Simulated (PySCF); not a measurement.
Isomers of CH9NSi2. Gas-phase values, no solvent. One relaxed conformer stands for each flexible species; it need not be the lowest. Strings in code marks are SMILES.

The T1 excitation (TDA) from two functionals at the same geometries (PBE0-D4/def2-TZVP), both in PySCF: PBE-D3(BJ)/def2-TZVP and B3LYP-D3(BJ)/def2-TZVP. B3LYP has the VWN-RPA correlation part, as in Gaussian. Excitations are Tamm–Dancoff values on a coarser integration grid. The basis has no diffuse functions, so Rydberg states are missing or too high.

```tsv
species	B3LYP-D3(BJ)/def2-TZVP (eV)
`C[SiH2]N[SiH3]` (C–Si–N–Si torsion 75°)	5.68
`C[SiH2][SiH2]N`	5.29
`CN([SiH3])[SiH3]`	5.44
`[SiH3]NC[SiH3]` (Si–C–N–Si torsion 155°)	5.23
```

Problem. What does PBE-D3(BJ)/def2-TZVP give for each?

Solution. 
- `C[SiH2]N[SiH3]` (C–Si–N–Si torsion 75°): 5.21
- `C[SiH2][SiH2]N`: 4.86
- `CN([SiH3])[SiH3]`: 4.89
- `[SiH3]NC[SiH3]` (Si–C–N–Si torsion 155°): 4.74
Over these rows, drawn at random from the members with no instability flagged (it was tested for open shells, ions and some series alone), PBE minus B3LYP-D3(BJ): mean -0.49 eV, from -0.55 eV to -0.43 eV.
